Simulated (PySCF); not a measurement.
Record of a relaxation.

C₆H₁₀BN.
Numbering: `[CH3:1][N:2]([CH3:3])[C:4]1=[CH:5][CH:6]=[CH:7][BH:8]1` (hydrogens: H9, H10, H11 on C1; H12, H13, H14 on C3; H15 on C5; H16 on C6; H17 on C7; H18 on B8)

Computed by this run: PBE0-D3(BJ)/def2-SVP geometry optimisation, gas phase (PySCF 2.14.0); density fitting, grid level 2; the optimiser is geomeTRIC in internal coordinates, started from a GFN2-xTB structure. 9 of its 13 geometries are shown. The frame can shift and turn from step to step; on so coarse a grid that alone can change the energy by a few meV, and forces under 0.02 eV/Å are noise.

Step 0: E = -8533.4305 eV, largest atomic force 1.166 eV/Å
```
atom  x, y, z in Å  |  force x, y, z in eV/Å
C1     -1.726   -1.301   -0.136    0.278   0.355   0.079
N2     -1.046   -0.048    0.070    0.101   0.052  -0.046
C3     -1.871    1.126   -0.021    0.124  -0.271   0.088
C4      0.307    0.018    0.030   -0.843   0.058   0.078
C5      1.158   -1.017   -0.191    0.081  -0.547  -0.158
C6      2.525   -0.562   -0.091   -0.479   0.198   0.042
C7      2.640    0.761    0.214    0.351   0.647   0.130
B8      1.237    1.309    0.392    0.549  -0.977  -0.324
H9     -1.192   -2.095    0.384    0.157  -0.296   0.159
H10    -2.738   -1.236    0.265   -0.304   0.005   0.106
H11    -1.788   -1.560   -1.200   -0.009  -0.115  -0.321
H12    -1.270    2.011    0.162    0.193   0.332   0.071
H13    -2.326    1.211   -1.015   -0.145   0.082  -0.274
H14    -2.674    1.077    0.719   -0.264   0.056   0.181
H15     0.912   -2.035   -0.441   -0.223  -0.484  -0.122
H16     3.353   -1.240   -0.253    0.441  -0.306  -0.058
H17     3.604    1.235    0.316    0.376   0.285   0.082
H18     0.887    2.351    0.786   -0.385   0.927   0.287
```

Step 2: E = -8533.5210 eV, largest atomic force 0.160 eV/Å
```
atom  x, y, z in Å  |  force x, y, z in eV/Å
C1     -1.816   -1.331   -0.459   -0.034  -0.004  -0.008
N2     -1.137   -0.078   -0.251    0.022   0.001  -0.033
C3     -1.951    1.111   -0.231   -0.043   0.021   0.012
C4      0.207   -0.032   -0.316   -0.002  -0.042   0.035
C5      1.060   -1.081   -0.561   -0.013  -0.063  -0.017
C6      2.429   -0.600   -0.476   -0.116   0.086   0.018
C7      2.567    0.742   -0.185    0.150   0.051   0.018
B8      1.164    1.275   -0.006    0.017  -0.075  -0.038
H9     -1.295   -2.133    0.086   -0.003   0.007   0.008
H10    -2.848   -1.265   -0.087    0.001   0.008  -0.003
H11    -1.847   -1.611   -1.528    0.015   0.005   0.006
H12    -1.329    1.981    0.004   -0.002  -0.010   0.001
H13    -2.437    1.287   -1.209    0.004  -0.010   0.006
H14    -2.746    1.024    0.528    0.000   0.002   0.004
H15     0.801   -2.112   -0.801   -0.004   0.003  -0.004
H16     3.273   -1.284   -0.636   -0.015   0.019  -0.001
H17     3.540    1.224   -0.093    0.010   0.023   0.010
H18     0.777    2.369    0.336    0.013  -0.023  -0.015
```

Step 3: E = -8533.5221 eV, largest atomic force 0.134 eV/Å
```
atom  x, y, z in Å  |  force x, y, z in eV/Å
C1     -1.824   -1.330   -0.466    0.039   0.039   0.010
N2     -1.136   -0.082   -0.252    0.014   0.042  -0.062
C3     -1.948    1.110   -0.225    0.010  -0.029   0.060
C4      0.209   -0.040   -0.313   -0.096  -0.086   0.036
C5      1.063   -1.090   -0.553    0.028   0.118   0.013
C6      2.428   -0.593   -0.471    0.026  -0.025  -0.010
C7      2.574    0.749   -0.187   -0.085  -0.021   0.006
B8      1.165    1.270   -0.012    0.048  -0.015  -0.043
H9     -1.314   -2.136    0.082    0.003  -0.019   0.015
H10    -2.857   -1.254   -0.100   -0.011   0.000   0.000
H11    -1.849   -1.608   -1.535    0.009  -0.005  -0.016
H12    -1.321    1.975    0.016   -0.005   0.015   0.000
H13    -2.435    1.295   -1.200    0.001  -0.018  -0.019
H14    -2.739    1.019    0.536   -0.012   0.015   0.004
H15     0.811   -2.123   -0.789   -0.001  -0.001  -0.004
H16     3.272   -1.275   -0.631    0.047  -0.033  -0.009
H17     3.544    1.238   -0.101   -0.006  -0.015   0.005
H18     0.770    2.363    0.316   -0.008   0.038   0.013
```

Step 4: E = -8533.5230 eV, largest atomic force 0.041 eV/Å
```
atom  x, y, z in Å  |  force x, y, z in eV/Å
C1     -1.823   -1.328   -0.463    0.011  -0.002   0.000
N2     -1.138   -0.079   -0.251    0.007  -0.002  -0.030
C3     -1.953    1.110   -0.224    0.016  -0.004   0.021
C4      0.207   -0.039   -0.314    0.024   0.025   0.013
C5      1.065   -1.085   -0.557   -0.032  -0.025  -0.006
C6      2.431   -0.596   -0.473   -0.009   0.031   0.006
C7      2.575    0.745   -0.184   -0.007  -0.024  -0.010
B8      1.167    1.269   -0.016   -0.006   0.012   0.018
H9     -1.312   -2.132    0.088   -0.002  -0.006   0.006
H10    -2.857   -1.254   -0.100   -0.002  -0.002  -0.006
H11    -1.845   -1.608   -1.533    0.006  -0.006  -0.002
H12    -1.330    1.979    0.013    0.001   0.005  -0.002
H13    -2.440    1.288   -1.200   -0.003  -0.002  -0.002
H14    -2.745    1.019    0.537    0.003   0.001   0.002
H15     0.811   -2.117   -0.797   -0.003  -0.010  -0.001
H16     3.275   -1.280   -0.633    0.001  -0.005  -0.002
H17     3.546    1.232   -0.092   -0.003  -0.001   0.000
H18     0.775    2.364    0.314   -0.001   0.016  -0.006
```

Step 6: E = -8533.5235 eV, largest atomic force 0.021 eV/Å
```
atom  x, y, z in Å  |  force x, y, z in eV/Å
C1     -1.818   -1.329   -0.466   -0.006   0.002   0.000
N2     -1.137   -0.078   -0.253    0.005   0.004  -0.019
C3     -1.953    1.110   -0.220   -0.003  -0.004   0.014
C4      0.207   -0.036   -0.312   -0.011  -0.003   0.005
C5      1.060   -1.086   -0.555    0.010  -0.002   0.000
C6      2.427   -0.598   -0.472   -0.005  -0.010  -0.004
C7      2.573    0.743   -0.185    0.006   0.014   0.002
B8      1.167    1.273   -0.017    0.004  -0.008   0.009
H9     -1.311   -2.131    0.091   -0.004   0.001   0.004
H10    -2.856   -1.256   -0.112    0.000   0.002  -0.007
H11    -1.831   -1.612   -1.535    0.007  -0.003   0.002
H12    -1.330    1.979    0.017    0.000  -0.001  -0.003
H13    -2.444    1.290   -1.195   -0.003   0.001   0.003
H14    -2.743    1.018    0.544    0.002   0.002   0.002
H15     0.804   -2.118   -0.794    0.000   0.002   0.002
H16     3.271   -1.283   -0.633   -0.002   0.003  -0.001
H17     3.545    1.228   -0.094    0.001   0.001   0.000
H18     0.778    2.371    0.305    0.001  -0.001  -0.008
```

Step 8: E = -8533.5245 eV, largest atomic force under 0.02 eV/Å
```
atom  x, y, z in Å  |  force x, y, z in eV/Å
C1     -1.818   -1.327   -0.476    0.009  -0.002   0.003
N2     -1.137   -0.077   -0.257   -0.007   0.000  -0.018
C3     -1.954    1.110   -0.208    0.009   0.000   0.017
C4      0.207   -0.037   -0.310   -0.007  -0.001   0.001
C5      1.060   -1.088   -0.549    0.002   0.003  -0.002
C6      2.427   -0.600   -0.468   -0.007  -0.002   0.000
C7      2.574    0.742   -0.185   -0.004   0.005   0.004
B8      1.169    1.274   -0.025    0.005  -0.001  -0.005
H9     -1.329   -2.127    0.101   -0.002  -0.003   0.004
H10    -2.864   -1.247   -0.150   -0.001   0.002  -0.005
H11    -1.803   -1.620   -1.542    0.005  -0.003   0.000
H12    -1.329    1.978    0.027    0.000   0.004  -0.003
H13    -2.458    1.295   -1.174   -0.002  -0.003  -0.001
H14    -2.734    1.012    0.566    0.001   0.003   0.003
H15     0.804   -2.120   -0.784   -0.003  -0.001   0.002
H16     3.270   -1.286   -0.629    0.003  -0.001  -0.001
H17     3.546    1.227   -0.098    0.001  -0.002   0.000
H18     0.780    2.378    0.276   -0.001   0.001   0.002
```

Step 9: E = -8533.5251 eV, largest atomic force 0.023 eV/Å
```
atom  x, y, z in Å  |  force x, y, z in eV/Å
C1     -1.817   -1.328   -0.483   -0.009   0.006   0.000
N2     -1.139   -0.076   -0.263    0.019  -0.009  -0.011
C3     -1.954    1.111   -0.198   -0.014  -0.006   0.009
C4      0.206   -0.037   -0.311    0.019   0.013  -0.002
C5      1.059   -1.089   -0.547   -0.010  -0.001  -0.002
C6      2.425   -0.602   -0.466    0.004   0.000   0.001
C7      2.573    0.741   -0.185   -0.007  -0.004   0.002
B8      1.168    1.274   -0.032    0.002   0.007  -0.002
H9     -1.340   -2.123    0.112   -0.001   0.003   0.004
H10    -2.869   -1.243   -0.180   -0.003   0.002  -0.005
H11    -1.778   -1.631   -1.545    0.004  -0.001   0.001
H12    -1.325    1.978    0.031    0.000  -0.003  -0.003
H13    -2.470    1.300   -1.157   -0.002  -0.003   0.001
H14    -2.723    1.013    0.587    0.000   0.001   0.002
H15     0.801   -2.122   -0.780   -0.001  -0.002   0.003
H16     3.268   -1.289   -0.626    0.001  -0.001   0.000
H17     3.546    1.225   -0.098    0.000  -0.002  -0.002
H18     0.780    2.383    0.256    0.000  -0.001   0.004
```

Step 10: E = -8533.5258 eV, largest atomic force under 0.02 eV/Å
```
atom  x, y, z in Å  |  force x, y, z in eV/Å
C1     -1.814   -1.325   -0.492    0.002  -0.007   0.000
N2     -1.137   -0.072   -0.270   -0.009  -0.002  -0.006
C3     -1.957    1.110   -0.185    0.000   0.009   0.005
C4      0.206   -0.033   -0.313    0.002  -0.002  -0.004
C5      1.056   -1.089   -0.545   -0.002   0.003  -0.002
C6      2.423   -0.606   -0.464    0.004   0.003   0.001
C7      2.575    0.738   -0.185    0.004  -0.004   0.002
B8      1.171    1.278   -0.040   -0.003   0.002  -0.007
H9     -1.359   -2.114    0.127   -0.003   0.001   0.002
H10    -2.874   -1.233   -0.224   -0.001   0.002  -0.003
H11    -1.742   -1.643   -1.549    0.003   0.000   0.002
H12    -1.328    1.979    0.034    0.002   0.001  -0.001
H13    -2.493    1.298   -1.133   -0.001  -0.003   0.002
H14    -2.710    1.006    0.614    0.003   0.000   0.002
H15     0.796   -2.122   -0.774    0.001   0.000   0.003
H16     3.265   -1.294   -0.622   -0.001   0.001   0.001
H17     3.548    1.219   -0.098    0.000   0.001  -0.002
H18     0.786    2.391    0.232   -0.002  -0.004   0.006
```

Step 12: E = -8533.5266 eV, largest atomic force under 0.02 eV/Å
```
atom  x, y, z in Å  |  force x, y, z in eV/Å
C1     -1.810   -1.322   -0.515    0.004  -0.002   0.002
N2     -1.138   -0.066   -0.291   -0.010  -0.003  -0.007
C3     -1.959    1.110   -0.153    0.001   0.003   0.000
C4      0.205   -0.030   -0.320    0.011  -0.003   0.004
C5      1.053   -1.091   -0.543   -0.007   0.003   0.000
C6      2.420   -0.612   -0.460    0.008   0.007   0.001
C7      2.575    0.734   -0.186    0.004  -0.008  -0.004
B8      1.174    1.281   -0.060   -0.007   0.002  -0.008
H9     -1.416   -2.093    0.167   -0.003   0.001   0.000
H10    -2.888   -1.210   -0.337   -0.001   0.000  -0.001
H11    -1.656   -1.679   -1.549    0.000   0.001   0.001
H12    -1.324    1.982    0.035    0.001   0.000   0.001
H13    -2.547    1.298   -1.070    0.000  -0.001   0.001
H14    -2.667    1.000    0.686    0.001   0.000   0.001
H15     0.789   -2.126   -0.758    0.002   0.000   0.002
H16     3.260   -1.303   -0.612   -0.001   0.000   0.002
H17     3.550    1.212   -0.101   -0.001   0.002  -0.001
H18     0.789    2.402    0.181    0.000  -0.002   0.007
```

Problem. Summarise the path.

Solution. The energy falls by 2.22 kcal/mol from step 0 to step 12; nine tenths of that is first reached at step 1. It falls at every step. The largest force goes from 1.166 to under 0.02 eV/Å. Among the bonds B8–H18 changes most, from 1.168 to 1.210 Å; the atoms move by 0.168 Å rms after alignment.

What follows is the cost of the whole optimisation. On Arm Neoverse V2, one thread, no GPU (shared host), this took 2.6 min of wall time and 0.76 GiB of memory at its peak.
